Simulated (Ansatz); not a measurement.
Molecule: WF2, net charge 0, quintet state. SMILES: [F][W][F]
Structure (B3LYP-D3(BJ)/def2-TZVP (Ansatz, a quantum-chemistry and plane-wave program) minimum search):
```
W
F 1 1.8947
F 1 1.8947 2 142.14
```
Charge 0, spin multiplicity 5.

Wanted: size of the dipole moment, in D. Conventions: dispersion terms only where a functional's name holds one; six Cartesian d functions in 6-31G* and its kin unless marked 5d; UHF or UKS for open shells; spin-orbit terms left out; LANL2DZ with its own core potentials from Na on. Ab initio and DFT rows: single points at B3LYP-D3(BJ) geometries (Ansatz). The spin state of an ion or metal species was assumed, not searched.

| level | program | size of the dipole moment (D) |
|---|---|---|
| SVWN5/6-31G* with LANL2DZ past Ar | Ansatz | 0.97 |
| PBE/LANL2DZ | Ansatz | 1.44 |
| BLYP/6-31G* with LANL2DZ past Ar | Ansatz | 1.01 |
| B3LYP/LANL2DZ | Ansatz | 1.72 |
| B3LYP/6-31G* with LANL2DZ past Ar | Ansatz | 1.25 |
| PBE0/6-31G* with LANL2DZ past Ar | Ansatz | 1.30 |

No value to compare with is used here. The 6 habitual levels span 0.97 (SVWN5/6-31G* with LANL2DZ past Ar) to 1.72 D (B3LYP/LANL2DZ).

The levels are drawn from those run, B3LYP/6-31G* more often than the rest, none by its result; left out are runs that failed, that the program found above a lower state of the same kind, or whose <S^2> lies over 0.5 above the pure value.
